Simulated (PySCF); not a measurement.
**Mayer bond orders and bond lengths**

Compound: C6H9FN2.
Atom-mapped SMILES: `[CH3:1][c:2]1[n:3][n:4]([CH3:5])[c:6]([CH3:7])[c:8]1[F:9]` (hydrogens: H10, H11, H12 on C1; H13, H14, H15 on C5; H16, H17, H18 on C7)

Cartesian coordinates in Å at the GFN2-xTB level; atoms count from 1:
```xyz
18
C6H9FN2 angstrom
C      2.9807   -0.2096    0.0347
C      1.4992   -0.1033    0.0163
N      0.8620    1.0556   -0.0309
N     -0.4433    0.7897   -0.0311
C     -1.4009    1.8545   -0.0809
C     -0.6969   -0.5394    0.0137
C     -2.0623   -1.1200    0.0202
C      0.5482   -1.1354    0.0455
F      0.7921   -2.4597    0.0954
H      3.3263   -0.8203   -0.7979
H      3.4127    0.7835   -0.0398
H      3.3140   -0.6798    0.9589
H     -2.0517    1.8307    0.7956
H     -0.8457    2.7896   -0.0956
H     -2.0142    1.7812   -0.9816
H     -1.9925   -2.2045    0.0278
H     -2.6171   -0.7979    0.9019
H     -2.6192   -0.8083   -0.8638
```

Bond orders from the PBE0/pcSseg-1 density (PySCF). Isolated species at its GFN2-xTB geometry, gas phase.

**Question.** Where do the orders between heavy atoms depart from those drawn in the SMILES?

**Answer.** The largest departure is 0.452, at N4–C6 (drawn aromatic, 1.048), counting aromatic bonds as 1.5. The bonds drawn aromatic range from 1.05 to 1.51.

**Question.** Give the Mayer order of every bond, beside its length.

**Answer.** 
```tsv
bond	drawn as	length (Å)	Mayer order
C1–C2	single	1.485	1.067
C2–N3	aromatic	1.323	1.507
N3–N4	aromatic	1.332	1.212
N4–C5	single	1.433	0.924
N4–C6	aromatic	1.354	1.048
C6–C7	single	1.484	1.090
C6–C8	aromatic	1.381	1.375
C8–F9	single	1.348	0.944
C8–C2	aromatic	1.404	1.263
C1–H10	single	1.089	0.951
C1–H11	single	1.086	0.950
C1–H12	single	1.089	0.950
C5–H13	single	1.092	0.959
C5–H14	single	1.088	0.957
C5–H15	single	1.092	0.959
C7–H16	single	1.087	0.945
C7–H17	single	1.090	0.940
C7–H18	single	1.090	0.941
```

Bonds between the same two heavy elements. C–C: lowest C1–C2 (1.067, 1.485 Å), highest C6–C8 (1.375, 1.381 Å). C–N: lowest N4–C5 (0.924, 1.433 Å), highest C2–N3 (1.507, 1.323 Å).

**Question.** Sum the orders of all bonds at each heavy atom with more than one neighbour and set the sums beside the valence in the SMILES.

**Answer.** C1 3.918 (drawn 4), C2 3.837 (drawn 4), N3 2.719 (drawn 3), N4 3.184 (drawn 3), C5 3.799 (drawn 4), C6 3.513 (drawn 4), C7 3.916 (drawn 4), C8 3.582 (drawn 4). Orders between atoms that aren't bonded are not in these sums.

For a closed shell the Mayer order of atoms A and B is Σ (PS)μν (PS)νμ over the basis functions μ on A and ν on B, with P the density and S the overlap matrix.
